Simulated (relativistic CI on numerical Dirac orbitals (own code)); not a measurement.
**Ta2+ (5d3) in a crystal field**

Calculated by Dirac-Coulomb-Breit CI, KLI orbitals optimised for each configuration, a model potential for QED, valence Slater integrals scaled by 0.8, one configuration in a parametric crystal field (own radial code).

Field parameters in Wybourne normalisation: Oh B⁴₀ = 21Dq, B⁴₄ = √(5/14) B⁴₀. The field is a parameter set, without covalency.

S is read from ⟨S²⟩ = S(S + 1).

Powder χT (cm³ K mol⁻¹) by Van Vleck's formula, with temperature-independent terms:

| Field | 2 K | 5 K | 10 K | 20 K | 50 K | 100 K | 200 K | 300 K |
| --- | --- | --- | --- | --- | --- | --- | --- | --- |
| Oh, 10Dq = 5500 cm⁻¹ | 0.632 | 0.633 | 0.635 | 0.638 | 0.647 | 0.663 | 0.694 | 0.725 |
| Oh, 10Dq = 14350 cm⁻¹ | 1.28 | 1.28 | 1.28 | 1.28 | 1.28 | 1.29 | 1.31 | 1.32 |
| Oh, 10Dq = 18800 cm⁻¹ | 1.4 | 1.4 | 1.4 | 1.41 | 1.41 | 1.41 | 1.43 | 1.44 |
| Oh, 10Dq = 23200 cm⁻¹ | 1.48 | 1.48 | 1.49 | 1.49 | 1.49 | 1.49 | 1.5 | 1.51 |
| Oh, 10Dq = 27600 cm⁻¹ | 1.54 | 1.54 | 1.54 | 1.54 | 1.54 | 1.55 | 1.56 | 1.56 |
| Oh, 10Dq = 32050 cm⁻¹ | 1.58 | 1.58 | 1.58 | 1.58 | 1.59 | 1.59 | 1.6 | 1.6 |
| Oh, 10Dq = 36450 cm⁻¹ | 1.61 | 1.61 | 1.61 | 1.62 | 1.62 | 1.62 | 1.63 | 1.63 |
| Oh, 10Dq = 40900 cm⁻¹ | 1.64 | 1.64 | 1.64 | 1.64 | 1.64 | 1.65 | 1.65 | 1.66 |

Q: For Oh, 10Dq = 32050 cm⁻¹: what effective moment follows at 300 K?

A: μ_eff = √(8χT) = 3.58 μB. The ground level has S = 1.49; the spin-only moment for S = 3/2 is 3.88 μB. The difference comes from the orbital moment, spin-orbit mixing of terms and temperature-independent paramagnetism, all larger in this ionic model than in covalent complexes.
